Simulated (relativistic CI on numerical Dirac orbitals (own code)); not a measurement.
# N III: what numerical and physical settings do to a radial Dirac CI calculation

Reference input:

```
atom N  Z=7  charge=2  electrons=5
nucleus A=14  rms_radius_fm=2.5582
hamiltonian dirac-coulomb  breit=on  qed=on  c_scale=1
orbitals kli  potential=per-configuration
slater_scale 1
correlation none
mixing on
grid step=0.0125 r_max=24.9
scf mixing=0.4 start=green max_iterations=150 tolerance=2e-08 node_fill=0.05
configurations
  [He] 2s2 2p
end
```

Computed lowest total energy -52.83893 Ha, first excitation 176.6 cm⁻¹, 10 SCF steps. Runs with settings changed; * marks those that are bad on purpose:

```csv
Changed,Outcome,Lowest level,ΔE (Ha),First excitation (cm⁻¹),SCF steps,Message
SCF mixing 0.05,converged,2p 2P°_1/2,8.16e-12,176.6,12,
QED terms off,converged,2p 2P°_1/2,-0.00298,175.9,10,
"nuclear radius 3.3257 fm, QED terms off",converged,2p 2P°_1/2,-0.00297,175.9,10,
"Slater scale 1.2, QED terms off, SCF mixing 0.2",converged,2p 2P°_1/2,-0.00298,175.9,11,
charge 4 *,refused,,,,0,"configuration [He] 2s2 2p has 5 electrons, the ion has 3"
iteration limit 1 *,not converged,,,,1,SCF of 1s2 2s2 2p did not converge
```

With so few configurations and no correlation, terms lie too far apart (by 10 to 50 % near neutrality), their order can be wrong, and levels of other configurations are missing.
